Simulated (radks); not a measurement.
Question: The mean radii <r> (bohr) of the occupied orbitals of an atom or ion are listed with their occupations. All-electron calculation, scalar-relativistic Kohn-Sham, PBE, spin-polarised, spherical densities, finite nucleus; Fermi nuclear charge, rms radius of each element as measured or else 0.836 A^(1/3) + 0.57 fm. Program: a radial shooting solver on a logarithmic mesh with Libxc functionals.

| orbital | occ. | <r> |
|---|---|---|
| 1s up | 1 | 0.06640 |
| 1s down | 1 | 0.06640 |
| 2s up | 1 | 0.3043 |
| 2s down | 1 | 0.3041 |
| 2p up | 3 | 0.2694 |
| 2p down | 3 | 0.2692 |
| 3s up | 1 | 0.7954 |

Name the element and its charge. Open shells, if any, are filled with parallel spins first.

Answer: Z = 23, vanadium, charge +12: V12+ in [Ne] 3s1. The 1s radius gives Z: for a bare nucleus <r> = (2 gamma + 1)/(2Z) with gamma = sqrt(1 - (Z/c)^2), 0.0646 bohr for Z = 23, and screening makes it slightly larger (0.06640 here). The occupations add up to 11, and the charge is Z minus that.
